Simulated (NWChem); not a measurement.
Molecule: C4H7F; SMILES FC1(C)CC1

```xyz
12

C      1.0575    -1.1842     0.0000
C     -0.0278    -0.1527     0.0000
F     -1.2674    -0.7321     0.0000
C      0.0770     1.1265    -0.7567
C      0.0770     1.1265     0.7567
H      0.9793    -1.8241    -0.8923
H      2.0481    -0.7087     0.0000
H      0.9793    -1.8241     0.8923
H     -0.8329     1.4719    -1.2538
H      1.0065     1.3489    -1.2883
H     -0.8329     1.4719     1.2538
H      1.0065     1.3489     1.2883
```
Atoms are numbered in this order, from 1.

Level: PBE0/def2-SVP (NWChem), optimised geometry, unscaled harmonic frequencies. 

```csv
frequency (cm⁻¹),IR intensity (km/mol)
227,0.0
312,0.9
342,0.4
406,8.0
464,0.2
724,12.4
768,0.1
857,1.2
931,7.6
947,14.7
966,16.8
1026,18.0
1069,0.1
1078,10.2
1134,22.9
1175,1.2
1315,54.9
1354,24.5
1415,6.1
1421,25.9
1447,2.6
1466,4.4
1524,34.3
3063,15.7
3152,7.7
3156,0.6
3156,9.7
3175,10.5
3252,0.4
3261,2.5
```

| Quantity | Result |
|---|---|
| zero-point energy | 63.7 kcal/mol |
| thermal correction to the enthalpy at 298.15 K (with zero-point energy) | 67.6 kcal/mol |
| heat capacity Cv | 19.3 cal/(mol K) |
| entropy at 298.15 K and 1 atm (symmetry number 1) | 71.6 cal/(mol K) |
| dipole moment | 1.61 D |

Rigid rotor and harmonic oscillator.
